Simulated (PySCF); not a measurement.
**As⁺: excitation energy**

As⁺ [Ar] 3d10 4s2 4p2 (3P) → As⁺ [Ar] 3d10 4s1 4p3 (5S), as a difference of total energies. Calculation: PySCF 2.14, in x2c-TZVPPall (6s5p4d1f, 48 functions); the spin-free X2C one-electron Hamiltonian (Gaussian nucleus). Correlated levels: valence and next inner shell: [Ne] frozen. The calculations carry no spin-orbit coupling.

```tsv
method	excitation energy (cm⁻¹)
UHF	39931
MP2 (valence and next inner shell)	48876
SCS-MP2 (valence and next inner shell)	51993
CCSD (valence and next inner shell)	50257
CCSD(T) (valence and next inner shell)	50775
```

Errors of the correlated levels include the incompleteness of this basis and the frozen core.

For comparison: 53051 cm⁻¹ (measured; NIST levels, between the centres of gravity of the two terms).
